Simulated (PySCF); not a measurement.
Species: C₈H₁₃BF₂.
Cartesian coordinates in Å at the PBE0-D3(BJ)/def2-SVP level; atoms count from 1:
```xyz
24
C8H13BF2 angstrom
C     -3.7518    0.1540    0.1082
C     -2.6089   -0.4757   -0.1479
F     -2.6339   -1.7435   -0.5900
C     -1.2147    0.0423   -0.0062
C     -0.4925    0.0785   -1.3600
C      0.8993    0.6911   -1.2614
C      1.8460   -0.0910   -0.3421
C      3.2011    0.5825   -0.1585
B      1.1188   -0.5095    0.9862
F      1.8359   -0.7175    2.0914
C     -0.4234   -0.7812    1.0237
H     -3.7372    1.1828    0.4673
H     -4.7100   -0.3479   -0.0353
H     -1.3007    1.0792    0.3602
H     -0.4265   -0.9495   -1.7572
H     -1.1036    0.6491   -2.0776
H      1.3391    0.7799   -2.2695
H      0.8091    1.7272   -0.8850
H      2.0133   -1.0810   -0.8239
H      3.8732   -0.0203    0.4697
H      3.7026    0.7527   -1.1248
H      3.0924    1.5646    0.3299
H     -0.5309   -1.8545    0.7667
H     -0.8414   -0.6771    2.0376
```

Theory: PBE0-D3(BJ)/def2-SVP geometry optimisation, gas phase in PySCF 2.14.0.

Take the most abundant isotopes and a rigid rotor. The values belong to one conformer with, in the numbering `[CH2:1]=[C:2]([F:3])[C@@H:4]1[CH2:5][CH2:6][C@@H:7]([CH3:8])[B:9]([F:10])[CH2:11]1`, C1–C2–C4–C5 -118°, C2–C4–C5–C6 176°, C4–C5–C6–C7 62°, C5–C6–C7–C8 -175°, C6–C7–B9–F10 -154°.

Question: What are A, B and C (MHz)?

Answer: Ia = 246.27, Ib = 817.74, Ic = 946.49 u·Å²; 505379 MHz·u·Å²/I gives A = 2052, B = 618.0, C = 533.9 MHz.

Question: What kind of rotor is it?

Answer: An asymmetric top; Ray's κ = -0.889.

Question: What does the inertial defect say?

Answer: Not planar: Δ = Ic − Ia − Ib = -117.51 u·Å². For a rigid frame Δ = −2 Σ m c², so Σ m c² = 58.76 u·Å² lies off the ab plane: 15.82 from hydrogen and 42.93 from heavier atoms. The atom farthest from that plane is 2.10 Å away.

Question: Where do the levels up to J = 3 lie, in cm⁻¹?

Answer: Above 0(0,0):
J = 1: 1(0,1) 0.0384, 1(1,1) 0.0863, 1(1,0) 0.0891
J = 2: 2(0,2) 0.1152, 2(1,2) 0.1603, 2(1,1) 0.1687, 2(2,1) 0.3122, 2(2,0) 0.3124
J = 3: 3(0,3) 0.2300, 3(1,3) 0.2713, 3(1,2) 0.2881, 3(2,2) 0.4275, 3(2,1) 0.4281, 3(3,1) 0.6738, 3(3,0) 0.6738
The levels of one J sum to (2J + 1)J(J + 1)(A + B + C)/3.

Question: Which types of transition are allowed, and where do some lines up to J = 3 fall?

Answer: The dipole components are |μa| = 0.16 D, |μb| = 1.12 D, |μc| = 0.74 D. The squared components, which scale the intensities, stand as 0.02 : 1.00 : 0.43 (a : b : c). Some lines, for components of 0.1 D or more:

```
type  branch         J(Ka,Kc)    MHz  lower level (cm⁻¹)
   c       Q  3(1,3) ← 3(0,3)   1240               0.230
   b       Q  2(1,1) ← 2(0,2)   1606               0.115
   b       Q  3(1,2) ← 3(0,3)   1744               0.230
   a       R  2(1,2) ← 1(1,1)   2220               0.086
   a       R  2(1,1) ← 1(1,0)   2388               0.089
   b       R  1(1,1) ← 0(0,0)   2586               0.000
   c       R  1(1,0) ← 0(0,0)   2670               0.000
   a       R  3(1,3) ← 2(1,2)   3328               0.160
   a       R  3(0,3) ← 2(0,2)   3442               0.115
   a       R  3(2,2) ← 2(2,1)   3456               0.312
   c       Q  2(2,1) ← 2(1,1)   4302               0.169
   b       Q  2(2,0) ← 2(1,1)   4306               0.169
   b       Q  2(2,1) ← 2(1,2)   4555               0.160
   b       R  3(1,3) ← 2(0,2)   4681               0.115
   b       Q  3(2,2) ← 3(1,3)   4683               0.271
   b       R  2(2,1) ← 1(1,0)   6690               0.089
   c       R  2(2,0) ← 1(1,0)   6694               0.089
   c       Q  3(3,1) ← 3(2,1)   7365               0.428
   b       Q  3(3,0) ← 3(2,1)   7365               0.428
   b       Q  3(3,1) ← 3(2,2)   7383               0.428
   c       R  3(2,1) ← 2(1,1)   7776               0.169
   b       R  3(3,1) ← 2(2,0)  10835               0.312
   c       R  3(3,0) ← 2(2,0)  10836               0.312
   b       R  3(3,0) ← 2(2,1)  10839               0.312
```

Question: Estimate the classical rotational partition function at 10 K, 50 K and 100 K.

Answer: Point group C1, symmetry number σ = 1; q = (√π/σ)·√((kT/h)³/(ABC)), k/h = 20836.6 MHz/K: 6480 at 10 K, 72400 at 50 K, 205000 at 100 K.

Whether it is a minimum is left open (no frequencies). These are rigid-rotor constants of the computed structure; measured ground-state constants (B0) also hold zero-point vibration. A rigid rotor knows nothing of internal rotation, which can split or shift real lines. Quadrupole hyperfine structure (11B) is left out.
